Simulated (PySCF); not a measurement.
BeCl2, SMILES [Cl][Be][Cl].

Geometry optimised at B3LYP-D3(BJ)/def2-TZVP. The isomer is the one that the SMILES or the coordinates give; other isomers of the formula were not compared.

The numbers are results of PySCF with r2SCAN/def2-TZVPD, not measurements.

The molecule is in vacuum.

Question: Estimate the frontier levels, gap, dipole moment and polarisability. (Estimate from the structure and the level; the computed values follow.)

Answer: 
| Item | Result |
|---|---|
| highest occupied level | -8.55 eV |
| lowest empty level | -0.66 eV |
| orbital gap | 7.89 eV |
| dipole moment | 0.00 D |
| quadrupole, principal values (traceless, Buckingham form, about the centre of nuclear charge) | -4.82, 2.41, 2.41 D·Å |
| mean static polarisability | 42.1 bohr³ (6.24 Å³) |
| polarisability, principal values | 35.6, 35.6, 55.1 bohr³ |
